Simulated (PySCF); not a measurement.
Constitutional and geometric isomers with formula C2H10Si2. Isolated molecules, 0 K electronic values unless said otherwise. One relaxed conformer stands for each flexible species; it need not be the lowest. Strings in code marks are SMILES.

Level of theory: PBE-D3(BJ)/def2-TZVP // PBE0-D3(BJ)/def2-TZVP (PySCF). 

| species | HOMO (eV) | HOMO–LUMO gap (eV) |
|---|---|---|
| `C[SiH](C)[SiH3]` | -6.62 | ___ |
| `CC([SiH3])[SiH3]` | -7.09 | 6.58 |
| `CC[SiH2][SiH3]` (C–C–Si–Si torsion 59°) | -6.83 | 6.16 |
| `[SiH3]C[SiH2]C` (C–Si–C–Si torsion 61°) | ___ | 7.06 |

Question: Complete the blanks.

Answer: 
- `C[SiH](C)[SiH3]`, HOMO–LUMO gap (eV): 6.22
- `[SiH3]C[SiH2]C` (C–Si–C–Si torsion 61°), HOMO (eV): -7.32
